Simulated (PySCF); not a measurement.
# Substituent effects on chemical shifts

Parent skeleton `[CH3:1][C:2](=[O:3])[SiH:4]([SiH3:5])[SiH3:6]`; one hydrogen on atom 4 is replaced by X. Hydrogens on one atom are averaged.

- shielding tensors at PBE0/pcSseg-1 (GIAO)
- GFN2-xTB structure
- run in PySCF 2.14
- gas phase, one conformer, fast rotation and ring inversion assumed for equivalent nuclei, relativity neglected

References, each an isolated molecule treated in the same way: ¹³C and ²⁹Si and ¹H vs TMS; ¹⁷O against H2O.

Q: Give δ (ppm) for X = SCH3, N=CH2, CH2Cl, CN, CHF2, Cl, CH2OCH3, C2H5.

A: 
| X | SMILES | C1 | C2 | O3 | Si4 | Si5/Si6 | H(C1) | H(Si5)/H(Si6) |
| --- | --- | --- | --- | --- | --- | --- | --- | --- |
| SCH3 | CS[Si]([SiH3])([SiH3])C(C)=O | 41.8 | 249.8 | 848.6 | -43.7 | -98.4 | 2.67 | 3.72 |
| N=CH2 | C=N[Si]([SiH3])([SiH3])C(C)=O | 40.4 | 253.3 | 847.2 | -43.3 | -116.1 | 2.77 | 3.47 |
| CH2Cl | CC(=O)[Si]([SiH3])([SiH3])CCl | 42.5 | 243.6 | 835.2 | -52.1 | -113.2 | 2.31 | 3.71 |
| CN | CC(=O)[Si]([SiH3])([SiH3])C#N | 44.4 | 246.8 | 863.2 | -100.0 | -104.0 | 2.93 | 3.74 |
| CHF2 | CC(=O)[Si]([SiH3])([SiH3])C(F)F | 43.5 | 248.6 | 865.9 | -67.3 | -111.6 | 2.82 | 3.62 |
| Cl | CC(=O)[Si]([SiH3])([SiH3])Cl | 41.4 | 251.4 | 845.5 | -22.0 | -104.4 | 2.82 | 3.62 |
| CH2OCH3 | COC[Si]([SiH3])([SiH3])C(C)=O | 40.4 | 250.6 | 862.3 | -60.8 | -112.0 | 2.67 | 3.47 |
| C2H5 | CC[Si]([SiH3])([SiH3])C(C)=O | 41.1 | 251.2 | 872.1 | -57.3 | -113.8 | 2.46 | 3.49 |

Q: Which position responds most, and to which substituents?

A: Si4: from -100.0 ppm with CN to -22.0 ppm with Cl.

Unscaled 17O shifts of doubly bonded oxygen tend to come out too high, by tens of ppm or more. Experimental scales use liquid or dissolved standards, which lie at an offset from isolated H2O (liquid H2O: subtract about 36 ppm).
